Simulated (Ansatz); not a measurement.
Two structures, one formula

The two ends of one reaction step of BSiH7O2, closed shell (PBE0-D4/def2-TZVP).

A:

B1  (-0.929, 0.303, -0.406)
H2  (2.333, 1.699, 1.552)
O3  (-2.141, 0.347, -1.016)
O4  (-0.426, 1.464, 0.106)
H5  (2.369, 0.965, 1.413)
Si6  (0.025, -1.494, -0.312)
H7  (-2.518, 1.234, -1.014)
H8  (0.433, 1.370, 0.524)
H9  (0.298, -2.035, -1.672)
H10  (-0.780, -2.498, 0.434)
H11  (1.336, -1.355, 0.390)
(Å)

B:

```
atom    x (Å)    y (Å)    z (Å)
  B1  -0.6320   1.9560   0.0791
  H2  -0.7537   3.1068   0.3881
  O3  -0.9635   1.5813  -1.1761
  O4  -0.1688   1.0172   0.9574
  H5   1.8448  -1.0311  -0.2039
 Si6   0.6663  -1.9274  -0.1374
  H7  -0.8317   0.6375  -1.3235
  H8   0.0422   1.3766   1.8204
  H9   1.0386  -3.2675  -0.6613
 H10  -0.4222  -1.3895  -0.9985
 H11   0.1801  -2.0599   1.2558
```

Ansatz 0.2.0; basis: def2-TZVPP; cores frozen in the correlated methods. B3LYP uses VWN-RPA correlation.

Which structure is lower at CCSD(T), and by how much? (To be estimated.)

The calculation gives: B, by 0.528 eV (electronic energy, against the other). By their contacts, A is a complex of BSiH₅O₂ ([OH][B]([OH])[SiH3]) + H₂ and B is a complex of BH₃O₂ ([OH][BH][OH]) + SiH₄.

All methods give the same order:

| method | E(B) − E(A) (eV) |
| --- | --- |
| SPW92 | -0.401 |
| PBE-D4 | -0.373 |
| BLYP-D4 | -0.460 |
| r2SCAN-D4 | -0.463 |
| B97M-V | -0.509 |
| PBE0-D4 | -0.446 |
| B3LYP-D4 | -0.519 |
| r2SCAN0-D4 | -0.510 |
| BHLYP-D4 | -0.610 |
| CAM-B3LYP-D4 | -0.568 |
| wB97X-V | -0.514 |
| wB97M-V | -0.543 |
| B2PLYP | -0.552 |
| PBE-QIDH | -0.512 |
| RPA on PBE | -0.536 |
| HF | -0.768 |
| MP2 | -0.534 |
| CCSD | -0.573 |
| CCSD(T) | -0.528 |

T1 diagnostic: at most 0.014.

Labels in which every atom is bracketed show which atoms are joined, not bond orders.

For scale, one of the runs: CCSD(T)/def2-TZVPP, 233 basis functions, launched by `ansatz run in.yaml --threads 4 --pin off --events-out ev --progress --plain --max-ram 9574MiB`. The run took 99 s on 4 CPU threads of an Intel Xeon (shared host), with 4.2 GiB of host memory at its peak.
